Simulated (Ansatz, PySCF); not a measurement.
Species: CH3Te (charge 0, doublet). SMILES: C[Te]
Structure (B3LYP-D3(BJ)/def2-TZVP (Ansatz, a first-principles code) minimum search):
```xyz
5

Te     0.2547     0.0887    -0.2003
C     -1.3803    -0.4786     1.0935
H     -1.0225    -1.1553     1.8637
H     -2.1075    -0.9922     0.4653
H     -1.8339     0.4091     1.5241
```
Charge 0, spin multiplicity 2.

Unscaled harmonic wavenumbers (cm⁻¹) in rising order, each level at the stationary point that it reaches from this structure (no distance between atoms moves by over 0.3 Å); the order of modes can differ between levels, and a negative number is imaginary. B3LYP-D3(BJ)/def2-TZVP (PySCF, at the structure above): 455, 517, 777, 1254, 1364, 1464, 3056, 3141, 3143.

HF/3-21G (Ansatz): 447, 554, 910, 1446, 1538, 1641, 3225, 3283, 3311. Zero-point energy 23.4 against 21.7 kcal/mol; where all levels lie over 400 cm⁻¹, the wavenumbers are on average 1.087 times those of B3LYP-D3(BJ)/def2-TZVP.

HF/6-31G* with LANL2DZ past Ar (Ansatz): 475, 525, 890, 1413, 1520, 1611, 3247, 3326, 3341. Zero-point energy 23.4 against 21.7 kcal/mol; where all levels lie over 400 cm⁻¹, the wavenumbers are on average 1.081 times those of B3LYP-D3(BJ)/def2-TZVP.

B3LYP/6-31G* with LANL2DZ past Ar (Ansatz): 431, 495, 813, 1301, 1383, 1495, 3084, 3169, 3172. Zero-point energy 21.9 against 21.7 kcal/mol; where all levels lie over 400 cm⁻¹, the wavenumbers are on average 1.006 times those of B3LYP-D3(BJ)/def2-TZVP.
